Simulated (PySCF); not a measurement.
## The 2-electron isoelectronic series, spin-free X2C

Calculated with PySCF 2.14 from differences of total energies of unrestricted determinants, without spin-orbit coupling. Each ion has its own even-tempered basis scaled to its charge (17s7p4d3f3g for the first); frozen: nothing. Ionisation energies in eV, correlation energies of the ion in mhartree.

```tsv
ion	configuration	UHF	MP2 (all electrons)	CCSD (all electrons)	CCSD(T) (all electrons)	CCSDT (all electrons)	FCI (all electrons)	LDA	E_corr MP2	E_corr CCSD(T)	NIST (with spin-orbit, Breit and QED)
Xe⁵²⁺	1s2 (1S)	40341.7	40343.3	40343.3	40343.3	40343.3	40343.3	40280.3	-58.7	-59.0	40271.7 (t)
Cs⁵³⁺	1s2 (1S)	41935.4	41937.0	41937.0	41937.0	41937.0	41937.0	41872.6	-59.3	-59.6	41861.1 (t)
Ba⁵⁴⁺	1s2 (1S)	43564.2	43565.8	43565.9	43565.9	43565.9	43565.9	43500.0	-59.9	-60.1	43485.4 (t)
La⁵⁵⁺	1s2 (1S)	45228.6	45230.2	45230.2	45230.2	45230.2	45230.2	45163.0	-60.4	-60.7	45145.0 (t)
Ce⁵⁶⁺	1s2 (1S)	46928.8	46930.5	46930.5	46930.5	46930.5	46930.5	46861.8	-61.0	-61.3	46840.31 ± 0.05 (t)
Pr⁵⁷⁺	1s2 (1S)	48665.3	48667.0	48667.0	48667.0	48667.0	48667.0	48597.0	-61.6	-61.9	48571.71 ± 0.05 (t)
Nd⁵⁸⁺	1s2 (1S)	50438.5	50440.2	50440.2	50440.2	50440.2	50440.2	50368.7	-62.3	-62.5	50339.59 ± 0.06 (t)
Pm⁵⁹⁺	1s2 (1S)	52248.8	52250.5	52250.5	52250.5	52250.5	52250.5	52177.6	-62.9	-63.2	52144.29 ± 0.06 (t)
Sm⁶⁰⁺	1s2 (1S)	54096.5	54098.2	54098.2	54098.2	54098.2	54098.2	54023.8	-63.6	-63.9	53986.12 ± 0.07 (t)
Eu⁶¹⁺	1s2 (1S)	55982.3	55984.1	55984.1	55984.1	55984.1	55984.1	55908.2	-64.3	-64.6	55865.93 ± 0.08 (t)
```

Each ion has its own basis, which adds noise of up to about 0.1 % along the series.

NIST values marked (s) are semi-empirical, (t) theoretical. Open shells are high-spin determinants of the terms that Hund's rules give.

At high Z the X2C-1e correlation energies are inflated by the missing two-electron picture change in the 1s pairs.
